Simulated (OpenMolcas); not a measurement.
N+: effect of the IPEA shift

- Program: OpenMolcas 26.06
- Basis: ANO-RCC [8s7p4d3f2g]
- Scalar Hamiltonian: DKH2, point nucleus
- Active space: 4 electrons in 8 orbitals (2s 2p 3s 3p)
- State averaging: 2S+1 = 3 even, 3 roots; 2S+1 = 1 even, 6 roots; 2S+1 = 5 odd, 1 root; 2S+1 = 3 odd, 9 roots; 2S+1 = 1 odd, 8 roots
- Spin-orbit coupling: RASSI with atomic mean-field integrals over the reference wave functions, term energies averaged over their components

Methods on the same reference wave functions:
A. CASSCF
B. SS-CASPT2, IPEA 0 Eh, imaginary shift 0.1 Eh (closed shells correlated: 1s)
C. SS-CASPT2, IPEA 0.25 Eh, imaginary shift 0.1 Eh (closed shells correlated: 1s)

Energies in eV above 2s2 2p2 3P0, the measured ground level; measured values from NIST Handbook of Basic Atomic Spectroscopic Data.

| Level | A | B | C | Measured |
| --- | --- | --- | --- | --- |
| 2s2 2p2 3P0 | 0.0000 | 0.0000 | 0.0000 | 0.0000 |
| 2s2 2p2 3P1 | 0.0057 | 0.0057 | 0.0057 | 0.0060 |
| 2s2 2p2 3P2 | 0.0168 | 0.0168 | 0.0168 | 0.0162 |
| 2s2 2p2 1D2 | 2.1773 | 1.917 | 1.905 | 1.8990 |
| 2s2 2p2 1S0 | 3.6267 | 3.989 | 3.963 | 4.0529 |
| 2s 2p3 5S* 2 | 4.6386 | 5.659 | 5.626 | 5.8005 |
| 2s 2p3 3D* 1 | 11.8301 | 11.122 | 11.208 | 11.4377 |
| 2s 2p3 3D* 2 | 11.8306 | 11.122 | 11.208 | 11.4375 |
| 2s 2p3 3D* 3 | 11.8315 | 11.123 | 11.209 | 11.4359 |
| 2s 2p3 3P* 0 | 13.7266 | 13.421 | 13.457 | 13.5420 |
| 2s 2p3 3P* 1 | 13.7271 | 13.421 | 13.458 | 13.5411 |
| 2s 2p3 3P* 2 | 13.7282 | 13.422 | 13.459 | 13.5412 |

Deviations, from unrounded energies. A percentage is the sum of absolute deviations over the sum of measured energies, with the sign that they share, or ± where signs differ.

```tsv
Against measurement	Levels	A	B	C
mean absolute deviation (cm-1)	11	2600	1100	890
fine structure of the ground term (%)	2	±4.4	±4.3	±4.3
other terms of the ground configuration (%)	2	±11.8	±1.4	±1.6
other configurations (%)	7	±3.6	-1.8	-1.4
```

C lies closest to measurement on these levels and A furthest from it. The largest miss of C in the table is 2s 2p3 3D* 1, by -1900 cm-1. The ranking rests on the paired levels alone, and a cruder setting can come out closer through cancelling errors.

Between B and C the level of the table that moves most is 2s 2p3 3D* 3, by 690 cm-1 (lowest in B, highest in C). Moves below CASPT2's spread within the term are not significant.

From A to B the spin-free energies of the other terms of 2s2 2p2 shown, above 3P, scale by factors of 0.88 to 1.10.

The lowest spin-free term lies below A's lowest term by 0.096 hartree in B, 0.094 hartree in C.

CASPT2 breaks the degeneracy within a term, and the mean is taken; among the terms shown or strongly mixed into the levels shown the widest spread is 170 cm-1 (2s 2p3 3D*, C). Over all roots computed the reference weight is 0.94 to 1.00 in B; the roots of lowest weight are the least certain, and an intruder state may touch them. The run also gave levels led by 2s2 2p 3s, which use shells meant for correlation; these and all levels above them are left out. Without dynamic correlation excited terms often stand tens of per cent too high (terms of higher spin than the ground term too low), and those without a measured partner can miss by more than the paired ones (holds for A). Measured partners are found by configuration, term and J. A level has none where our copy of the source lacks it or the pairing is in doubt (some pairs that miss far off the trend of their configuration count as doubtful), and it then counts in no deviation. Levels of configurations outside the active space are missing. The table leaves out levels that lie high or whose names do not pair safely across all columns.

* marks odd parity.
